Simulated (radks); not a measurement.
Numerical settings for the nitrogen ion N2+, [He] 2s2 2p1. All-electron calculation, non-relativistic Kohn-Sham, TPSS, spin-polarised, spherical densities, point nucleus; open shells are filled with parallel spins first; meta-GGA in the generalised Kohn-Sham scheme. Program: a radial shooting solver on a logarithmic mesh with Libxc functionals. The defaults (mesh step 0.008 in ln r, mesh end at 40 bohr or more with all orbitals vanishing there, Anderson mixing 0.5 over 9 steps, residual threshold near 1e-9 with the energy settled to 1e-9 hartree or 1e-11 of itself, here a cap of 63 iterations) give E = -52.954 hartree and 2p at -38.540 eV in 22 iterations. Times are rough (one thread of a shared host). Changes against that run (0 stands for a change within the tolerance of the run):

setting,iterations,converged,E (mhartree),e(2p) (meV),CPU (s)
mesh step in ln r 0.03,10,yes,0,0,0.04
mesh step in ln r 0.05,10,yes,-0.00369,-0.00938,0.03
mesh step in ln r 0.003,28,yes,0,0,0.7
mesh end (bohr) 1,22,level above zero,+1.53e+04,+1.34e+05,0.18
mesh end (bohr) 20,24,yes,0,0,0.24
residual threshold 1e-13,63,no,0,0,0.57
residual threshold 0.001,8,yes,0,-0.27,0.09
mixing 1.5,25,yes,0,0,0.25
"linear mixing, mixing 0.8",63,no,0,0,0.51
"linear mixing, mixing 0.2",63,no,0,-0.0031,0.54
mixing history 2,63,no,0,0,0.54
iteration cap 8,8,no,0,+0.0127,0.08

Settled on a wrong energy, with an occupied level pushed above zero by the early mesh end: mesh end (bohr) 1 (+15.3 hartree). Apart from these: no run marked as converged misses the energy by more than 1 mhartree. A mesh that ends early acts as a hard wall.
